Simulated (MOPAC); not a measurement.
System: GaF2, net charge 0, doublet state. SMILES: [F][Ga][F]

Atoms: Ga1, F2, F3. Bonds: Ga1-F2, Ga1-F3.

Bond lengths (Å) and angles (degrees) optimised at PM3 with MOPAC; PM6 with MOPAC; PM7 with MOPAC, each started from the B3LYP-D3(BJ)/def2-TZVP structure (Ansatz) of the last column. A row stands for all coordinates that are equal there.

```json
[
 {"coordinate": "Ga1-F2", "PM3": "1.734", "PM6": "1.743", "PM7": "1.766", "B3LYP-D3(BJ)/def2-TZVP": "1.770"},
 {"coordinate": "F2-Ga1-F3", "PM3": "106.3", "PM6": "119.4", "PM7": "121.1", "B3LYP-D3(BJ)/def2-TZVP": "117.2"}
]
```

Mean signed difference of all 2 bond lengths from B3LYP-D3(BJ)/def2-TZVP: PM3 -0.036 Å, PM6 -0.027 Å, PM7 -0.004 Å.
